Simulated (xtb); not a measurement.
C4H9O2, doublet, from a rough starting geometry; xtb with GFN2-xTB.

xtb was given this input:
```
$ xtb mol.xyz --gfn 2 --uhf 1 --opt vtight --json

# file mol.xyz
15

C      1.92525861     0.02084150    -0.52762487
O      1.06659510    -0.90388893     0.11860479
C      0.21431290    -0.29295456     1.08316235
C     -0.81437399     0.58631605     0.27794199
C     -1.72829945    -0.32931858    -0.57623364
O     -0.22162169     1.50494770    -0.38312784
H      1.23285348     0.84601652    -0.85842728
H      2.35505438    -0.53685542    -1.38656896
H      2.60259339     0.46013970     0.13224542
H      0.82349842     0.38748369     1.74884191
H     -0.25142099    -1.04484467     1.59516306
H     -1.42336827     1.00137220     1.14086210
H     -2.50144034     0.19872450    -1.03963034
H     -1.13397562    -0.86886284    -1.31771416
H     -2.20537895    -1.12555617     0.05226799
```

Q: What does xtb print? Leave out banner, timings and long lists.

A: 
```
   ID    Z sym.   atoms
    1    6 C      1, 3-5
    2    8 O      2, 6
    3    1 H      7-15

           -------------------------------------------------
          |                Calculation Setup                |
           -------------------------------------------------

           -------------------------------------------------
          |                 G F N 2 - x T B                 |
           -------------------------------------------------

          ...................................................
          :                      SETUP                      :
          :.................................................:
          :  # basis functions                  33          :
          :  # atomic orbitals                  33          :
          :  # shells                           21          :
          :  # electrons                        37          :
          :  max. iterations                   250          :
          :  Hamiltonian                  GFN2-xTB          :
          :  restarted?                      false          :
          :  GBSA solvation                  false          :
          :  PC potential                    false          :
          :  electronic temp.          300.0000000     K    :
          :  accuracy                    1.0000000          :
          :  -> integral cutoff          0.2500000E+02      :
          :  -> integral neglect         0.1000000E-07      :
          :  -> SCF convergence          0.1000000E-05 Eh   :
          :  -> wf. convergence          0.1000000E-03 e    :
          :  Broyden damping             0.4000000          :
          :  net charge                          0          :
          :  unpaired electrons                  1          :
          ...................................................

 iter      E             dE          RMSdq      gap      omega  full diag
   1    -21.3517284 -0.213517E+02  0.368E+00   10.09       0.0  T
   2    -21.3952700 -0.435416E-01  0.200E+00    9.28       1.0  T
   3    -21.3968825 -0.161250E-02  0.973E-01    9.66       1.0  T
   4    -21.3980310 -0.114856E-02  0.145E-01    9.53       1.0  T
   5    -21.3981000 -0.689608E-04  0.760E-02    9.57       1.0  T
   6    -21.3981025 -0.245953E-05  0.230E-02    9.57       1.1  T
   7    -21.3981044 -0.193931E-05  0.646E-03    9.57       4.0  T
   8    -21.3981045 -0.820902E-07  0.250E-03    9.57      10.3  T
   9    -21.3981045 -0.704398E-08  0.711E-04    9.57      36.3  T
  10    -21.3981045 -0.157829E-08  0.221E-04    9.57     116.7  T

   *** convergence criteria satisfied after 10 iterations ***

         :::::::::::::::::::::::::::::::::::::::::::::::::::::
         ::                     SUMMARY                     ::
         :::::::::::::::::::::::::::::::::::::::::::::::::::::
         :: total energy             -21.184541967978 Eh    ::
         :: gradient norm              0.134449105091 Eh/a0 ::
         :: HOMO-LUMO gap              9.574591383160 eV    ::
         ::.................................................::
         :: SCC energy               -21.398090312149 Eh    ::
         :: -> isotropic ES            0.047049894862 Eh    ::
         :: -> anisotropic ES          0.000953180118 Eh    ::
         :: -> anisotropic XC          0.001814473075 Eh    ::
         :: -> dispersion             -0.008095244191 Eh    ::
         :: repulsion energy           0.213548344171 Eh    ::
         :: add. restraining           0.000000000000 Eh    ::
         :: total charge              -0.000000000000 e     ::
         :::::::::::::::::::::::::::::::::::::::::::::::::::::

      -----------------------------------------------------------
     |                   =====================                   |
     |                        A N C O P T                        |
     |                   =====================                   |
     |               Approximate Normal Coordinate               |
[...]
 * total energy  :   -21.1965262 Eh     change       -0.1729335E-02 Eh
 * total energy  :   -21.1966147 Eh     change       -0.8843881E-04 Eh
 * total energy  :   -21.1966339 Eh     change       -0.1920091E-04 Eh
 * total energy  :   -21.1966408 Eh     change       -0.6899203E-05 Eh
 * total energy  :   -21.1966467 Eh     change       -0.5938077E-05 Eh
 * total energy  :   -21.1966537 Eh     change       -0.7013808E-05 Eh
 * total energy  :   -21.1966562 Eh     change       -0.2444728E-05 Eh
 * total energy  :   -21.1966569 Eh     change       -0.7645265E-06 Eh
 * total energy  :   -21.1966574 Eh     change       -0.4420680E-06 Eh
 * total energy  :   -21.1966578 Eh     change       -0.3760581E-06 Eh
 * total energy  :   -21.1966580 Eh     change       -0.2253503E-06 Eh
 * total energy  :   -21.1966580 Eh     change       -0.5882797E-07 Eh
   *** GEOMETRY OPTIMIZATION CONVERGED AFTER 14 ITERATIONS ***
         :: total energy             -21.196658035347 Eh    ::
[...]
        28                          0.1850270               5.0348
        29                          0.2059151               5.6032
        30                          0.2169650               5.9039
       ...                                ...                  ...
        33                          0.3328524               9.0574
      -------------------------------------------------------------
                  HL-Gap            0.3812906 Eh           10.3754 eV
             Fermi-level           -0.2697549 Eh           -7.3404 eV

     #   Z          covCN         q      C6AA      α(0)
     1   6 C        3.664     0.022    20.465     6.489
     2   8 O        1.704    -0.235    17.892     5.711
     3   6 C        3.711     0.075    19.451     6.302
     4   6 C        3.714     0.153    18.237     6.102
     5   6 C        3.751    -0.124    22.948     6.832
     6   8 O        0.856    -0.457    22.849     6.409
     7   1 H        0.919     0.147     1.412     1.858
     8   1 H        0.925     0.072     2.066     2.248
     9   1 H        0.924     0.053     2.285     2.364
    10   1 H        0.924     0.046     2.366     2.405
    11   1 H        0.925     0.063     2.168     2.302
    12   1 H        0.921     0.042     2.416     2.431
    13   1 H        0.925     0.054     2.265     2.353
    14   1 H        0.925     0.056     2.244     2.342
    15   1 H        0.925     0.031     2.570     2.507

 Mol. C6AA /au·bohr⁶  :       1616.664481
 Mol. C8AA /au·bohr⁸  :      33528.696761
 Mol. α(0) /au        :         58.656096

Wiberg/Mayer (AO) data.
largest (>0.10) Wiberg bond orders for each atom

 ---------------------------------------------------------------------------
     #   Z sym  total        # sym  WBO       # sym  WBO       # sym  WBO
 ---------------------------------------------------------------------------
     1   6 C    3.922 --     2 O    1.025     8 H    0.975     9 H    0.964
                             7 H    0.824
     2   8 O    2.256 --     3 C    1.047     1 C    1.025     6 O    0.108
     3   6 C    3.933 --     2 O    1.047    11 H    0.967    10 H    0.965
                             4 C    0.817
     4   6 C    3.970 --     6 O    1.232     5 C    0.985    12 H    0.892
                             3 C    0.817
     5   6 C    3.995 --    15 H    0.988     4 C    0.985    14 H    0.983
                            13 H    0.981
     6   8 O    1.726 --     4 C    1.232     7 H    0.129     2 O    0.108
     7   1 H    0.978 --     1 C    0.824     6 O    0.129
     8   1 H    0.995 --     1 C    0.975
     9   1 H    0.997 --     1 C    0.964
    10   1 H    0.998 --     3 C    0.965
    11   1 H    0.996 --     3 C    0.967
    12   1 H    0.994 --     4 C    0.892
    13   1 H    0.997 --     5 C    0.981
    14   1 H    0.997 --     5 C    0.983
    15   1 H    0.999 --     5 C    0.988
 ---------------------------------------------------------------------------

Topologies differ in total number of bonds
Writing topology from bond orders to xtbtopo.mol

molecular dipole:
                 x           y           z       tot (Debye)
 q only:        0.349      -0.643       0.408
   full:        0.277      -0.685       0.629       2.466
molecular quadrupole (traceless):
                xx          xy          yy          xz          yz          zz
 q only:        4.518       2.384      -6.537      -2.236       1.288       2.020
  q+dip:        5.150       1.964      -7.834      -1.406       2.504       2.683
   full:        5.444       1.990      -7.858      -1.846       2.103       2.413

optimized geometry written to: xtbopt.xyz

           -------------------------------------------------
          | TOTAL ENERGY              -21.196658035347 Eh   |
          | GRADIENT NORM               0.000054530872 Eh/α |
          | HOMO-LUMO GAP              10.375444648909 eV   |
           -------------------------------------------------

normal termination of xtb
```
